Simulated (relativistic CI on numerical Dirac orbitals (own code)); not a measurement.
Slater and spin-orbit integrals, Te40+

Method of calculation: Dirac-Coulomb-Breit CI, orbitals from a KLI potential per configuration, a model potential for QED, unscaled Slater integrals (own radial code, finite nucleus).

Slater integrals F^k, G^k are unscaled and averaged over j, outside the closed core [Ne]; ζ comes from projecting the Hamiltonian with its Breit term on Σ l·s of the shell.

- 3s3p: G^1(3s,3p) = 451550, ζ(3p) = 381520 cm⁻¹; <r>(3s) = 0.2836, <r^2>(3s) = 0.09159, <r>(3p) = 0.2742, <r^2>(3p) = 0.08677 (bohr units).
- 3p²: F^2(3p,3p) = 359380, ζ(3p) = 381380 cm⁻¹; <r>(3p) = 0.2745, <r^2>(3p) = 0.08694 (bohr units).
- 3s3d: G^2(3s,3d) = 278050, ζ(3d) = 50380 cm⁻¹; <r>(3s) = 0.2838, <r^2>(3s) = 0.09172, <r>(3d) = 0.2412, <r^2>(3d) = 0.06699 (bohr units).

Averages of the first 10 configurations, taken without configuration mixing, which lowers the lowest level and can move excited configurations by several eV; other configurations of the list can lie among them:

```csv
Configuration,Parity,States,Average energy above the lowest level (eV)
3s²,even,1,3.8
3s3p,odd,12,138.9
3p²,even,15,289.6
3s3d,even,20,303.9
3d²,even,45,612.4
3p3d,odd,60,447.9
3p4s,odd,12,1503.9
3d4s,even,20,1660.4
3s4s,even,4,1359.0
3s4p,odd,12,1419.8
```
